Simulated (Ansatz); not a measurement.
The cluster Ge3Te2. Charge 0, multiplicity 1. Geometry PBE-D4/def2-SVP, that of the neutral singlet.

```csv
atom,x (Å),y (Å),z (Å)
Ge1,-1.956,0.099,-0.109
Ge2,1.881,-0.368,-0.417
Ge3,0.202,0.727,1.421
Te4,-0.197,-1.899,0.427
Te5,0.069,1.441,-1.321
```

In the def2 sets Te takes a core potential; there is no spin–orbit coupling. The structure comes from a short search, and lower isomers may exist.

(1) Estimate the orbital energies around the gap (eV) in Ansatz with PBE-D4/def2-TZVP, r2SCAN-D4/def2-TZVP, PBE0-D4/def2-TZVP.

## Answers

(1) 
```
orbital  PBE-D4/def2-TZVP  r2SCAN-D4/def2-TZVP  PBE0-D4/def2-TZVP
 HOMO−5             -7.23                -7.55              -8.24
 HOMO−4             -7.08                -7.41              -7.99
 HOMO−3             -6.13                -6.40              -7.00
 HOMO−2             -5.71                -6.00              -6.63
 HOMO−1             -5.55                -5.82              -6.37
   HOMO             -5.46                -5.71              -6.29
   LUMO             -3.28                -3.35              -2.75
 LUMO+1             -2.58                -2.53              -1.95
 LUMO+2             -2.48                -2.42              -1.82
 LUMO+3             -1.99                -1.87              -1.28
 LUMO+4             -1.60                -1.42              -0.90
 LUMO+5             -0.82                -0.67              -0.13
 β HOMO             -5.46                -5.71              -6.29
 β LUMO             -3.28                -3.35              -2.75
```
